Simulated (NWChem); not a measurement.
System: AlPH₄; SMILES [AlH2][PH2]

Computed with NWChem. Geometry: optimised at PBE0/def2-SVP. Ions are spin-unrestricted doublets at the neutral geometry. Hybrids' shares of exact exchange are those that their runs print; pure functionals count as 0. The functionals differ in more than this share.

| row | share of exact exchange | ΔSCF ionisation energy minus −ε(HOMO) (eV) |
|---|---|---|
| PBE/def2-SVP | 0.00 | 3.16 |
| r2SCAN/def2-SVP | 0.00 | 2.97 |
| B3LYP/def2-SVP | 0.20 | withheld |
| PBE0/def2-SVP | 0.25 | 2.19 |
| M06-2X/def2-SVP | 0.54 | 1.30 |

Q: Fit a straight line of the last column on the one before it, predict the withheld value, and compare with the run.

A: 
1. Means of the 4 shown rows: x = 0.198, y = 2.405. Slope Σ(x − x̄)(y − ȳ)/Σ(x − x̄)² = -0.6505/0.1981 = -3.284; intercept 3.054.
2. The shown rows scatter about the line by 0.072 (root mean square); the largest residual is +0.11, at PBE/def2-SVP.
3. At x = 0.20 (B3LYP/def2-SVP; inside the shown range) the line gives 2.40.
4. The run gives 2.45, +0.05 from the line, 0.7 times the scatter. The line crosses zero at a share of 0.93, outside the shown range.
